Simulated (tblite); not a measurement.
C6H10O2Si.
SMILES with atom numbers: `[CH:1]#[C:2][C@@:3]([CH3:4])([SiH2:5][CH3:6])[C:7](=[O:8])[OH:9]` (hydrogens: H10 on C1; H11, H12, H13 on C4; H14, H15 on Si5; H16, H17, H18 on C6; H19 on O9)

Computed geometry: GFN2-xTB, gas phase.

**Question.** What internal coordinates does the optimisation give?

**Answer.** 
| bond | length (Å) |
| --- | --- |
| C1≡C2 | 1.197 |
| C2–C3 | 1.443 |
| C3–C4 | 1.529 |
| C3–Si5 | 1.945 |
| Si5–C6 | 1.895 |
| C3–C7 | 1.492 |
| C7=O8 | 1.206 |
| C7–O9 | 1.345 |
| C1–H10 | 1.049 |
| C4–H11, C4–H12, C4–H13 | 1.088 |
| Si5–H14 | 1.465 |
| Si5–H15 | 1.467 |
| C6–H16, C6–H17, C6–H18 | 1.087 |
| O9–H19 | 0.970 |

Bonds in one row agree within 0.01 Å and their mean is given. A selection of angles:
| angle | degrees |
| --- | --- |
| C1–C2–C3 | 178.2 |
| C2–C3–C4 | 111.0 |
| C2–C3–Si5 | 108.0 |
| C2–C3–C7 | 111.2 |
| C4–C3–Si5 | 111.1 |
| C4–C3–C7 | 111.0 |
| Si5–C3–C7 | 104.2 |
| C3–Si5–C6 | 108.6 |
| C3–C7–O8 | 125.3 |
| C3–C7–O9 | 112.8 |
| O8–C7–O9 | 121.7 |
| H19–O9–C7 | 109.7 |

Dihedral angles: C2–C3–Si5–C6 -179° (antiperiplanar); C2–C3–C7–O8 150°; H19–O9–C7–C3 -178° (antiperiplanar).

Si5 (SiH2 silicon) is distorted tetrahedral (angles from 105.2° to 112.3°). Of the pairs four or more bonds apart, O8···H12 is among the closest relative to their van der Waals radii: 2.52 Å, 93 % of the sum of Bondi's values. The 2 C–O bonds span 1.206 Å (C7=O8, drawn double) to 1.345 Å (C7–O9, drawn single), a spread of 0.139 Å. The C–C distances run from 1.197 Å (C1≡C2, drawn triple) to 1.529 Å (C3–C4, drawn single), a spread of 0.332 Å. The 2 C–Si bonds span 1.895 Å (Si5–C6, drawn single) to 1.945 Å (C3–Si5, drawn single), a spread of 0.050 Å.

Point group: C1 (no symmetry element, even within 0.4 Å). Its GFN2-xTB frequencies are all real (lowest 38 cm⁻¹). One conformer, not necessarily the lowest (C2–C3–Si5–C6 -179°, C2–C3–C7–O8 150°, C3–C7–O9–H -178°). 3 starts were optimised and ended at 0.00, 1.33 and 1.36 kcal/mol (GFN2-xTB); the lowest of these is shown.
